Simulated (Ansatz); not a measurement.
Consider the substitution at a C–Al bond: `[CH3][Al]1[CH2]O[SiH2]1` + `O[SiH3]` → `CO[SiH3]` + `[CH2]1O[SiH2][AlH]1`.

Gas-phase electronic energies from Ansatz, PBE0-D4/def2-TZVP geometries. CBS: MP2 limit from def2 TZ/QZ plus the TZ coupled-cluster correction, frozen cores. DFT in def2-TZVPP. B3LYP here is the variant with VWN-RPA as its local correlation; programs differ in this.

```tsv
level	ΔE (kcal/mol)	difference from CCSD(T)/CBS
PBE-D4	24.2	-0.6
r2SCAN-D4	24.9	0.1
PBE0-D4	24.2	-0.6
B3LYP-D4	22.7	-2.1
ωB97X-V	22.6	-2.2
ωB97M-V	24.2	-0.6
B2PLYP	23.9	-0.9
PBE	24.4	-0.4
r2SCAN	24.9	0.1
PBE0	24.4	-0.4
B3LYP	23.1	-1.7
HF/def2-TZVPP	20.0	-4.8
MP2/def2-TZVPP	25.7	0.9
SCS-MP2/def2-TZVPP	23.6	-1.2
CCSD/def2-TZVPP	23.6	-1.2
CCSD(T)/def2-TZVPP	24.0	-0.8
HF/def2-QZVPP	19.9	-4.9
MP2/def2-QZVPP	26.1	1.3
SCS-MP2/def2-QZVPP	24.1	-0.7
HF/CBS(def2)	19.9	-4.9
MP2/CBS(def2)	26.5	1.7
CCSD/CBS(def2)	24.4	-0.4
CCSD(T)/CBS	24.8	0
```

Largest T1 diagnostic among the species: 0.013.

In def2-TZVPP, CCSD(T) changes the Hartree–Fock value by +4.0 kcal/mol (the triples alone add +0.4 kcal/mol) and MP2 by +5.7 kcal/mol.
